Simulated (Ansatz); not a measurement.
Complex (SMILES): [SiH4] (SiH4) with [H][H] (H2), atoms 1 to 5 the first; geometry from B3LYP-D3(BJ)/def2-TZVP, monomers rigid:
```xyz
7

Si     0.0572    -0.2137    -0.1147
H      1.0024     0.6011     0.6813
H     -0.6863    -1.1236     0.7855
H     -0.8976     0.6793    -0.8090
H      0.8074    -1.0085    -1.1129
H     -1.6187     1.7089     2.1168
H     -2.0030     2.1245     2.5994
```

Basis-set convergence of the counterpoise-corrected interaction energy at MP2 with Ansatz (a first-principles code). Cartesian d functions, on some or all atoms, in 6-31G**, 6-311G**, 6-311+G**; all else is spherical. Cores are frozen. No added dispersion term, no relativity. Functions are those of the species that has most. Reference: Hartree-Fock in aug-cc-pV(Q+d)Z plus the correlation part extrapolated as X^-3 from aug-cc-pV(T+d)Z and aug-cc-pV(Q+d)Z, -0.13 kcal/mol. Deviations are taken from unrounded values.

```tsv
basis	functions	counterpoise-corrected interaction energy (kcal/mol)	minus reference (kcal/mol)
STO-3G	15	0.20	0.33
3-21G	25	0.17	0.31
def2-SV(P)	30	0.12	0.26
def2-SVP	48	0.10	0.23
6-31G**	49	0.12	0.25
cc-pV(D+d)Z	53	0.09	0.22
6-311G**	63	0.11	0.24
6-311+G**	67	0.11	0.24
def2-SVPD	72	-0.06	0.08
def2-TZVP	73	0.05	0.18
aug-cc-pV(D+d)Z	86	-0.06	0.07
def2-TZVPD	97	-0.05	0.08
def2-TZVPPD	150	-0.08	0.06
6-311++G(3df,3pd)	155	-0.08	0.06
aug-cc-pV(T+d)Z	193	-0.11	0.03
pcseg-3	262	-0.09	0.05
def2-QZVPPD	274	-0.10	0.03
aug-cc-pV(Q+d)Z	365	-0.12	0.01
```
